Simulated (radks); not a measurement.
Question: The table gives one normalised radial function P(r) = r R(r) of H in 1s1 (r in bohr). Calculated with a radial shooting solver on a logarithmic mesh with Libxc functionals: non-relativistic Kohn-Sham, r2SCAN, spin-polarised, spherical densities, point nucleus; open shells are filled with parallel spins first; meta-GGA in the generalised Kohn-Sham scheme.

| r | P |
|---|---|
| 0.05398 | 0.1035 |
| 0.05848 | 0.1116 |
| 0.06284 | 0.1195 |
| 0.06808 | 0.1287 |
| 0.07316 | 0.1376 |
| 0.07925 | 0.1482 |
| 0.08517 | 0.1583 |
| 0.09226 | 0.1703 |
| 0.09915 | 0.1817 |
| 0.1074 | 0.1952 |
| 0.1154 | 0.2081 |
| 0.125 | 0.2232 |
| 0.1344 | 0.2376 |
| 0.1456 | 0.2545 |
| 0.1564 | 0.2705 |
| 0.1695 | 0.2892 |
| 0.1821 | 0.3068 |
| 0.1973 | 0.3273 |
| 0.212 | 0.3465 |
| 0.2297 | 0.3687 |
| 0.2468 | 0.3893 |
| 0.2674 | 0.4130 |
| 0.2873 | 0.4349 |
| 0.3113 | 0.4597 |
| 0.3345 | 0.4824 |
| 0.3624 | 0.5079 |
| 0.3894 | 0.5309 |
| 0.4218 | 0.5564 |
| 0.4533 | 0.5789 |
| 0.4911 | 0.6034 |
| 0.5278 | 0.6245 |
| 0.5717 | 0.6468 |
| 0.6144 | 0.6654 |
| 0.6656 | 0.6841 |
| 0.7153 | 0.6988 |
| 0.7748 | 0.7123 |
| 0.8327 | 0.7217 |
| 0.902 | 0.7285 |
| 0.9694 | 0.7312 |
| 1.05 | 0.7299 |
| 1.128 | 0.7246 |
| 1.222 | 0.7140 |
| 1.314 | 0.7000 |
| 1.423 | 0.6795 |
| 1.529 | 0.6566 |
| 1.657 | 0.6265 |
| 1.78 | 0.5955 |
| 1.929 | 0.5570 |
| 2.073 | 0.5193 |
| 2.245 | 0.4747 |
| 2.413 | 0.4329 |
| 2.614 | 0.3854 |
| 2.809 | 0.3426 |
| 3.043 | 0.2958 |
| 3.27 | 0.2553 |
| 3.543 | 0.2129 |
| 3.807 | 0.1777 |
| 4.124 | 0.1424 |
| 4.432 | 0.1143 |
| 4.801 | 0.0875 |
| 5.16 | 0.0673 |
| 5.589 | 0.0489 |
| 6.007 | 0.0358 |

Which n and l does it have? It may be an empty orbital.

Answer: n = 1, l = 0: the number of nodes gives n - l - 1 = 0, the rise at small r (about r^(l+1)) gives l, and the extent must fit the shell. The curve is that of 1s up; the table hardly tells the two spins apart. 1s up: eigenvalue -8.026 eV, 0 radial nodes, <r> = 1.52 bohr, 90 % of the charge inside 2.71 bohr.
